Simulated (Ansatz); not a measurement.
Basis-set extrapolation for AlH7OSi2, SMILES `O[SiH2][AlH][SiH3]` (PBE0-D4/def2-TZVP geometry, frozen core, Ansatz 0.2.0). Multiplicity 1, RHF reference.

```csv
,def2-TZVPP,def2-QZVPP
HF,-898.806488,-898.835361
MP2 correlation,-0.570226,-0.614627
CCSD(T) correlation,-0.652098,not run
```

Energies in hartree. Use E(X) = E(∞) + A·exp(−7.88·√X) for Hartree–Fock and E(X) = E(∞) + B·X^(−2.97) for correlation, with X = 3 and 4, and add CCSD(T) minus MP2 of the smaller set to the MP2 limit.

Question: What is the CCSD(T) energy at the basis-set limit?

Answer: HF limit: -898.835361 + (-0.028873) × 0.13774 = -898.83934. MP2 limit: -0.614627 + (-0.044401) × 0.74074 = -0.64752. Higher-order term: -0.652098 − (-0.570226) = -0.08187. Total: -899.56873 hartree, 3.00 eV below CCSD(T)/def2-TZVPP.
